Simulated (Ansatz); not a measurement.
FeF3⁻, relaxed as a quintet with UKS PBE0-D4/def2-TZVPD in Ansatz, starting from the PBE0-D4/def2-TZVP geometry of the neutral sextet. Force threshold 0.02 eV/Å.

Start:

```xyz
4

Fe    0.000    0.000    0.000
F    -1.049   -1.393   -0.141
F    -0.610    1.489    0.686
F     1.659   -0.096   -0.545
```

Question: Estimate the energy that the relaxation releases and the steps that it takes.

Answer: 7.7 kcal/mol, in 4 steps; 18 s on 2 threads of Arm Neoverse V2 on a shared host. No frequencies were taken in this run, so the end may be a saddle point.

Question: Does the start keep its bonding and symmetry?

Answer: By distances, no bond broke or formed. The bond that changes most is Fe1–F3, from 1.75 to 1.85 Å (atoms count from 1). Point group D3h at the start, D3h at the end, both within 0.05 Å.

Question: Predict the relaxed structure.

Answer: 
Cartesian coordinates in Å:
```
Fe 0.0000 0.0000 0.0000
F -1.1099 -1.4734 -0.1496
F -0.6459 1.5751 0.7261
F 1.7557 -0.1017 -0.5765
```
Bond lengths: 3 × F–Fe 1.85 Å.
